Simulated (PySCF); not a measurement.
## How methods differ on the excitation energy of C²⁺

C²⁺ [He] 2s2 (1S) → C²⁺ [He] 2p2 (3P), as a difference of total energies. All numbers are calculated (PySCF 2.14, no relativity, point nucleus, in aug-cc-pwCVQZ (9s8p6d4f2g, 109 functions)). Correlated levels: valence: 1s2 frozen; valence and next inner shell: nothing frozen. The calculations carry no spin-orbit coupling.

```tsv
method	excitation energy (eV)
UHF	15.385
PBE0	14.567
r2SCAN	14.119
CAM-B3LYP	14.722
TPSSh	14.588
r2SCAN0	14.586
MP2 (valence)	16.428
SCS-MP2 (valence)	16.821
MP2 (valence and next inner shell)	16.328
SCS-MP2 (valence and next inner shell)	16.759
```

**Question.** Estimate what LDA gives.

**Answer.** 13.947 eV, closest to r2SCAN among the rows shown.

**Question.** Estimate what PBE gives.

**Answer.** 14.057 eV, closest to r2SCAN among the rows shown.

A first-order spin-orbit estimate (lowest level to lowest level, LS coupling) adds -0.007 eV.
